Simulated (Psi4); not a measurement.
Pair of molecules, SMILES Cl with SMILES N#N (the first has 2 atoms); geometry from B3LYP-D3(BJ)/def2-TZVP, rigid monomers moved along the line of their centres of mass till H2···N3 is 2.67 Å.
(charge 0, multiplicity 1):
```xyz
4

Cl    -0.1797    -0.2793    -0.3226
H     -0.1622    -0.2077     0.9591
N     -0.1248    -0.0568     3.6263
N     -0.1086     0.0049     4.7147
```

Method: SAPT0/jun-cc-pV(D+d)Z run with Psi4.

### Question
Give the four SAPT terms and the total, and say what mostly holds the pair together.

### Answer
electrostatics -41.0, exchange 28.7, induction -10.5, dispersion -22.5, total -45.3 meV; the largest attraction is electrostatics.
